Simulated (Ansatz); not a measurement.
Frontier orbitals of `N[SiH]1BN1`.

The species carries charge 0 and has multiplicity 1. The structure was optimised at the PBE0-D4/def2-TZVP level. It is one conformer, not always the lowest. Basis def2-TZVPP, Ansatz 0.2.0.

```csv
functional,HOMO (eV),LUMO (eV),gap (eV)
PBE,-5.42,-1.17,4.25
BLYP,-5.30,-1.01,4.29
r2SCAN,-5.63,-0.86,4.77
PBE0,-6.59,-0.20,6.39
CAM-B3LYP,-7.91,0.87,8.78
ωB97M-V,-8.72,1.64,10.36
```

(1) What is the vertical ionisation energy at frozen-core CCSD(T)/CBS(def2)? (An estimate is asked.)

Results:

(1) Computed: 9.02 eV (T1 of the cation 0.031).

Against PBE, PBE0 changes HOMO and LUMO by −1.16 and +0.96 eV, ωB97M-V by −3.30 and +2.81 eV. A gap of 4.26 eV thus becomes 10.36 eV for the same molecule, so an orbital gap means little without its functional. A positive LUMO is unbound and depends on the basis. −ε(HOMO) differs from that ionisation energy by −3.60 eV with PBE and −0.30 eV with ωB97M-V.
